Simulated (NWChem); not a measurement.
CH$_{5}$NOSi$_{2}$; SMILES O1[SiH2][SiH2]N=C1

```xyz
10

C      1.5613    -0.0382     0.0000
N      1.0223    -1.1904     0.0000
Si    -0.7452    -1.2057     0.0000
Si    -0.7951     1.1404     0.0000
O      0.9351     1.1770     0.0000
H      2.6456     0.0968     0.0000
H     -1.2812    -1.8842     1.2085
H     -1.2812    -1.8842    -1.2085
H     -1.2614     1.8658    -1.2096
H     -1.2614     1.8658     1.2096
```
Atoms are numbered in this order, from 1.

Computed with NWChem. The geometry was optimised at B3LYP/6-31G* (spherical d). Total energies compare along this basis series because the functional is fixed.

```json
[
 {"level": "B3LYP/cc-pVDZ", "basis functions": "103", "energy (Ha)": "-750.1413", "highest occupied level (eV)": "-7.00", "orbital gap (eV)": "6.49", "dipole (D)": "1.34"},
 {"level": "B3LYP/aug-cc-pVDZ", "basis functions": "168", "energy (Ha)": "-750.1596", "highest occupied level (eV)": "-7.21", "orbital gap (eV)": "…", "dipole (D)": "…"},
 {"level": "B3LYP/cc-pVTZ", "basis functions": "228", "energy (Ha)": "-750.2363", "highest occupied level (eV)": "-7.16", "orbital gap (eV)": "6.44", "dipole (D)": "1.34"}
]
```

### Question
Complete the blanks.

### Answer

- B3LYP/aug-cc-pVDZ, orbital gap (eV): 6.36
- B3LYP/aug-cc-pVDZ, dipole (D): 1.46
